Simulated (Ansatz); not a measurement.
`C[CH](F)[InH][F]` + HCl → `[F][InH][Cl]` + `CCF` at 500 K and 1 bar (ligand exchange at the In–C bond).

Calculated with Ansatz (gas phase, PBE0-D4/def2-TZVP geometries, no zero-point term in ΔE). CCSD(T)/CBS is the MP2 limit (def2-TZVPP, def2-QZVPP) plus CCSD(T) − MP2 in def2-TZVPP, frozen cores. This one scheme is used for every species. Elements past krypton have def2 core potentials. For In outer-core shells are correlated without core-valence functions, which leaves a few kJ/mol of doubt a bond. One conformer a species, not always the lowest.

```
           species  CCSD(T)/CBS energy (Eh)  H − E (kJ/mol)  S (J/(mol·K))
`C[CH](F)[InH][F]`               -468.51677           217.3          437.8
               HCl               -460.38127            32.5          201.9
    `[F][InH][Cl]`               -750.05448            51.4          343.5
             `CCF`               -178.90141           205.5          299.6
```

H − E and S are ideal-gas, rigid-rotor, harmonic terms from PBE0-D4/def2-TZVP, for one conformer and one mirror image of each species. 1 Eh = 2625.50 kJ/mol, R = 8.31446 J/(mol·K).

By hand: ΔE, ΔH, ΔS and ΔG.

ΔE = (-750.05448) + (-178.90141) − (-468.51677) − (-460.38127) = -0.05785 Eh = -151.9 kJ/mol. Δ(H − E) = 51.4 + 205.5 − 217.3 − 32.5 = 7.1, so ΔH = -144.8 kJ/mol. ΔS = 343.5 + 299.6 − 437.8 − 201.9 = 3.4 J/(mol·K). ΔG = -144.8 − 500 × (3.4)/1000 = -146.5 kJ/mol.

By hand: the equilibrium constant, and the temperature at which ΔG would vanish if ΔH and ΔS stayed fixed.

log₁₀ K = −ΔG/(RT ln 10) = 15.3. ΔH and −TΔS have one sign here, so there is no such temperature. One of them is within its doubt of zero, so this could turn.

The number of gas molecules stays the same, so ΔS is small and ΔH decides. A doubt of 5 kJ/mol in ΔE shifts log₁₀ K by 0.5 here. Other conformers and mirror images would add mixing entropy, several J/(mol·K) or more a flexible species. Modes under 60 cm⁻¹, often nearly free rotors, make the harmonic entropy too high. These are equilibria of isolated gas molecules and say nothing of rates. Largest T1 diagnostic: 0.015 (customary marks: 0.02 for closed shells, 0.045 for open ones).
